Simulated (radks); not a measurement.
Species: Be2+. Configuration: [He] (the NIST ground configuration).

Method: scalar-relativistic Kohn-Sham, PBEsol, spin-polarised, spherical densities, point nucleus; computed with a radial shooting solver on a logarithmic mesh with Libxc functionals.

Energy parts (eV):
| part | energy |
|---|---|
| total | -368.339 |
| kinetic | 367.002 |
| electron-nucleus | -798.868 |
| Hartree | 122.898 |
| exchange-correlation | -59.371 |

Orbitals (lengths in bohr, moments of r in powers of bohr; r(max) is where P^2 peaks; r(90%) holds 90 % of the orbital's charge):
\begin{tabular}{lrrrrrr}
orbital & occ. & eigenvalue (eV) & r(max) & <r> & <r^4> & r(90%) \\ \hline
1s & 2 & -131.3918 & 0.2664 & 0.4186 & 0.1511 & 0.754 \\
\end{tabular}

The highest occupied level is 1s at -131.39 eV. For comparison, the ionisation energy in NIST's Atomic Spectra Database is 153.90 eV (theoretical). In exact Kohn-Sham theory the highest level is minus the ionisation energy, but local and semilocal functionals leave it too shallow, through self-interaction and a potential that decays too fast; potentials with the right tail come closer. The density falls to 0.001 e/bohr^3 at r = 1.48 bohr. Summed over all electrons, <r^2> = 0.4764 bohr^2, which gives a Langevin (diamagnetic) susceptibility term of -0.377 x 10^-6 cm^3/mol.
